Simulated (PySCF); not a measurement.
N-methyl-N-silylmethanamine (C2H9NSi), SMILES CN([SiH3])C.

Geometry: r2SCAN-D4/def2-SVP.

Method: B3LYP/def2-TZVP in PySCF.

Symmetry labels are those of the subgroup Cs that the program uses (full group Cs).

Computed valence orbital energies around the gap with their symmetry:
| orbital | symmetry | energy (eV) |
|---|---|---|
| HOMO−7 | A' | -12.40 |
| HOMO−6 | A' | -12.26 |
| HOMO−5 | A" | -10.71 |
| HOMO−4 | A" | -10.25 |
| HOMO−3 | A' | -9.68 |
| HOMO−2 | A' | -9.27 |
| HOMO−1 | A" | -9.27 |
| HOMO | A' | -6.18 |
| LUMO | A' | 0.30 |
| LUMO+1 | A' | 1.18 |
| LUMO+2 | A" | 1.25 |
| LUMO+3 | A' | 1.73 |
